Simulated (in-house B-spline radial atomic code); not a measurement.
## RPA and G0W0 on LDA VWN5: I⁴³⁺

Configuration [He] 2s2 2p6, mean-field start LDA VWN5. Computed with an all-electron radial atomic-structure program (B-spline basis): all electrons, non-relativistic, point nucleus, each spin shell either full or empty, empty states to l = 9 with an (l + 1/2)⁻⁴ tail; G0W0 by contour deformation at full frequency.

Without relativity these are model numbers: it shifts the levels of so heavy an element strongly and can reorder them.

Command:
```bash
python run_gw.py task.json out
```
Settings (radii: box in bohr, nucleus in fm):
```
Z                        53
electrons                10
configuration            [He] 2s2 2p6
hamiltonian              nr
method                   lda,vwn
lmax                     9
spin_polarised           False
box_radius               2.34
intervals                46
```

Run time, properties included: 0.4 s on 1 thread of Arm Neoverse V2, with other jobs on the host.

Energies (hartree):

| term | value |
| --- | --- |
| mean-field total | -5162.95457 |
| Hartree-Fock functional on these orbitals | -5168.72686 |
| direct second order | -0.65641 |
| second-order exchange | 0.22894 |
| SOSEX correction | 0.22581 |

**Question.** What is the RPA correlation energy, and what remains with SOSEX?

**Answer.** RPA gives -0.64342 hartree (-1.75 eV per electron); RPA + SOSEX gives -0.41761, and the second-order doubles -0.42747 hartree (no singles). SOSEX takes back 35 % of the RPA value.

Quasi-particle levels (eV):

| level | occupied | mean field | Σx - vxc | Σc | QP weight | G0W0 |
| --- | --- | --- | --- | --- | --- | --- |
| 2p | yes | -7200.70 | -116.10 | ? | ? | ? |
| 2s | yes | -7442.27 | -141.64 | 3.60 | 0.999 | -7580.30 |
| 1s | yes | -34482.28 | -412.17 | 23.37 | 0.995 | -34871.07 |
| 3s | no | -3103.11 | 30.45 | -0.98 | 1.000 | -3073.64 |

G0W0 = mean field + (Σx - vxc) + Σc, with Σc (partial-wave tail included) taken at the quasi-particle energy.

**Question.** Where does G0W0 put 2p?

**Answer.** At -7314.92 eV, with Σc = 1.89 eV and a quasi-particle weight of 0.999. The tabulated removal energy is 7337 ± 4 eV (NIST, tabulated theory); the calculation leaves out relativity, Breit and QED terms, and what these don't explain is the method's own error.
